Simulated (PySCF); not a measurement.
PySCF 2.14 output of an unrestricted wB97M-V calculation on a single atom or ion in x2c-QZVPPall with one added diffuse shell each of s, p, d, f, g type (12s8p6d5f3g, 128 functions), with scalar relativity by spin-free X2C-1e:

```
SCF conv_tol = 1e-09
number electrons alpha = 16  beta = 10
    N. Mardirossian and M. Head-Gordon.,  J. Chem. Phys. 144, 214110 (2016)
cycle= 1 E= -1272.21878621148  delta_E= 0.00492  |g|= 0.0527  |ddm|= 6.64
cycle= 2 E= -1272.23280115186  delta_E= -0.014  |g|= 0.0189  |ddm|=  5.3
cycle= 3 E= -1272.23458390048  delta_E= -0.00178  |g|= 0.00818  |ddm|= 1.05
cycle= 4 E= -1272.23471966356  delta_E= -0.000136  |g|= 0.00333  |ddm|= 0.379
cycle= 5 E= -1272.23472603497  delta_E= -6.37e-06  |g|= 0.00121  |ddm|= 0.0864
cycle= 6 E= -1272.23473177038  delta_E= -5.74e-06  |g|= 0.000388  |ddm|= 0.0823
cycle= 7 E= -1272.23473226812  delta_E= -4.98e-07  |g|= 9.86e-05  |ddm|= 0.0227
cycle= 8 E= -1272.23473230492  delta_E= -3.68e-08  |g|= 1.67e-05  |ddm|= 0.00554
cycle= 9 E= -1272.2347323057  delta_E= -7.74e-10  |g|= 7.37e-06  |ddm|= 0.00147
converged SCF energy = -1272.2347323057  <S^2> = 12.002114  2S+1 = 7.000604
```

The run itself started from symmetry-adapted Hartree-Fock orbitals and held the occupation by maximum overlap, on a logarithmic radial grid, so the iterations belong to that start.

**Question.** Which element, charge and spin multiplicity is this?

**Answer.** Fe (iron, neutral), multiplicity 7; the state was [Ar] 3d5 4s2 5s1, high-spin 7S determinant (an excited configuration).

The outer electron is Rydberg-like, and this basis confines it to a smaller radius and binds it less than a complete one would.
